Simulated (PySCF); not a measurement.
**Excitation energy of As⁺ by level of theory**

As⁺ [Ar] 3d10 4s2 4p2 (3P) → As⁺ [Ar] 3d10 4s1 4p2 4d1 (high-spin determinant), as a difference of total energies. Computed with PySCF 2.14 in x2c-TZVPPall with one added diffuse shell each of s, p, d type (7s6p5d1f, 57 functions), with scalar relativity by spin-free X2C-1e. Correlated levels: valence: [Ar] 3d10 frozen; valence and next inner shell: [Ne] frozen. The calculations carry no spin-orbit coupling.

```tsv
method	excitation energy (eV)
UHF	17.191
LDA	19.157
PBE	18.810
PBE0	18.654
r2SCAN	18.621
PBEsol	18.731
BHandHLYP	19.064
HSE06	18.712
wB97X	19.580
MP2 (valence)	18.178
SCS-MP2 (valence)	18.560
MP2 (valence and next inner shell)	18.491
SCS-MP2 (valence and next inner shell)	18.797
```

Task: How much does correlation contribute at MP2 (valence and next inner shell)?

Result: 18.491 − (17.191) = 1.300 eV, measured against UHF.

A first-order spin-orbit estimate (lowest level to lowest level, LS coupling) adds 0.034 eV.

The upper state lies above the first ionisation limit, but in LS coupling its spin forbids autoionisation to the ground ion.

The promoted electron is Rydberg-like, and one or two diffuse shells describe it only roughly, which tends to raise the upper state.

The determinant of the upper state mixes LS terms, which raises its energy above the lowest term, most at the Hartree-Fock and MP2 levels.
